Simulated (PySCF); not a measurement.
Species: C₄H₁₄B₃N₃.
SMILES with atom numbers: `[CH3:1][C:2]([CH3:3])([CH3:4])[N:5]1[BH:6][NH:7][BH:8][NH:9][BH:10]1` (hydrogens: H11, H12, H13 on C1; H14, H15, H16 on C3; H17, H18, H19 on C4; H20 on B6; H21 on N7; H22 on B8; H23 on N9; H24 on B10)

Method: PBE0-D3(BJ)/def2-SVP geometry optimisation, gas phase in PySCF.

Problem. What internal coordinates does the optimisation give?

Solution. 
```tsv
bond	length (bohr)
C1–C2, C2–C3, C2–C4	2.893
C2–N5	2.813
N5–B6, N5–B10	2.714
B6–N7, N9–B10	2.697
N7–B8, B8–N9	2.688
C1–H11 and 8 like bonds	2.078
B6–H20, B10–H24	2.279
N7–H21, N9–H23	1.911
B8–H22	2.285
```

Bonds in one row agree within 0.02 bohr and their mean is given. A selection of angles:
```tsv
angle	degrees
C1–C2–C3	108.1
C1–C2–N5	112.3
C3–C2–C4	110.2
C3–C2–N5	109.1
C2–N5–B6	118.2
C2–N5–B10	123.5
B6–N5–B10	118.3
N5–B6–N7	120.0
B6–N7–B8	122.9
N7–B8–N9	115.9
H21–N7–B6	117.9
H21–N7–B8	119.2
H23–N9–B8	119.1
H23–N9–B10	117.5
```

Torsions: C1–C2–N5–B6 180° (antiperiplanar); C2–N5–B6–N7 180° (antiperiplanar); N5–B6–N7–B8 0° (synperiplanar); B6–N7–B8–N9 0° (synperiplanar); N7–B8–N9–B10 0° (synperiplanar); B8–N9–B10–N5 0° (synperiplanar); C2–N5–B10–N9 180° (antiperiplanar).

B6 (three-coordinate boron) is planar (angles 121.5°, 120.0° and 118.5°, sum 360.0°, 0.00 Å off the plane of its three neighbours). N5 (boron-bound nitrogen) is planar (angles 123.5°, 118.3° and 118.2°, sum 360.0°, 0.00 Å off the plane of its three neighbours). Of the pairs four or more bonds apart, C1···H24 is among the closest relative to their van der Waals radii: 2.53 Å, 87 % of the sum of Bondi's values. B8 (three-coordinate boron) is planar (angles 122.2°, 122.0° and 115.9°, sum 360.0°, 0.00 Å off the plane of its three neighbours). N7 (boron-bound nitrogen) is planar (angles 122.9°, 119.2° and 117.9°, sum 360.0°, 0.00 Å off the plane of its three neighbours). The 6-membered ring N5–B6–N7–B8–N9–B10 has internal angles of 115.9° to 123.4° (sum 720°, against 720° for a flat polygon); it is planar, 0.00 Å rms from its mean plane, widest ring torsion 0°.

Point group: Cs (tolerance 0.08 Å). PBE0-D3(BJ)/def2-SVP frequencies: not computed here.
